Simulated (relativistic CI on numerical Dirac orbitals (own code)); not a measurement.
Rh⁵⁺: L2,3 absorption edge

Computed with this model: Dirac-Coulomb-Breit CI, KLI orbitals optimised for each configuration, model QED (radiative potential, 1s self-energy scaled to tabulated hydrogen-like ionisation energies), multiplet model of core-to-valence dipole absorption, unscaled Slater integrals; configurations [Kr] 4d4 → [He] 2s2 2p5 3s2 3p6 3d10 4s2 4p6 4d5; 300 K; Lorentzian 2.4 eV and Gaussian 0.5 eV FWHM. Energies are those of the free ion, without screening or charge transfer. The branching ratio is the share of the lower-energy edge in the whole absorption, uncertain by about 0.02 where the edges overlap. S is read from ⟨S²⟩ = S(S + 1).

Field parameters in Wybourne normalisation: D4h B²₀ = −7Ds, B⁴₀ = 21(Dq − Dt), B⁴₄ = 21√(5/14) Dq; Oh B⁴₀ = 21Dq, B⁴₄ = √(5/14) B⁴₀; Td as Oh with Dq negative (B⁴₀ = 21Dq, B⁴₄ = √(5/14) B⁴₀). The field is a parameter set, without covalency.

free ion: ground-state S = 1.98, centroid 3041.23 eV, branching ratio 0.811. Peaks (eV, height): 3011.2 (39), 3014.2 (100), 3157.5 (24).

Oh, 10Dq = 39350 cm⁻¹: ground-state S = 1.02, centroid 3044.97 eV, branching ratio 0.787. Peaks (eV, height): 3011.2 (53), 3015.0 (100), 3157.2 (29).

D4h, 10Dq = 37250, Ds = 50, Dt = 250 cm⁻¹: ground-state S = 1.04, centroid 3044.46 eV, branching ratio 0.790. Peaks (eV, height): 3011.8 (52), 3014.8 (100), 3157.0 (27).

Td, 10Dq = -13200 cm⁻¹: ground-state S = 1.93, centroid 3044.24 eV, branching ratio 0.790. Peaks (eV, height): 3014.5 (100), 3157.5 (23).

The statistical ratio of this edge is 2/3 = 0.667. Values above it arise where the holes sit mainly in the j = l + 1/2 valence subshell or the ground state has high spin; values below it where core-valence Coulomb terms move weight to the upper edge, as in nearly empty shells. At deep edges of heavy elements the radial integrals of the two core levels differ, which raises the baseline.

Strongest unbroadened transitions for Td, 10Dq = -13200 cm⁻¹:

| Energy (eV) | Relative strength |
| --- | --- |
| 3011.34 | 72.8 |
| 3012.53 | 39.1 |
| 3013.28 | 15.7 |
| 3013.88 | 40.4 |
| 3014.06 | 100.0 |
| 3014.17 | 15.1 |
| 3014.29 | 20.3 |
| 3014.59 | 26.6 |
| 3014.63 | 47.5 |
| 3014.68 | 32.0 |
| 3014.87 | 32.9 |
| 3015.42 | 29.5 |
| 3016.06 | 12.3 |
| 3153.24 | 20.2 |
| 3155.38 | 15.5 |
| 3157.30 | 16.9 |
| 3157.41 | 16.1 |
| 3158.17 | 17.7 |
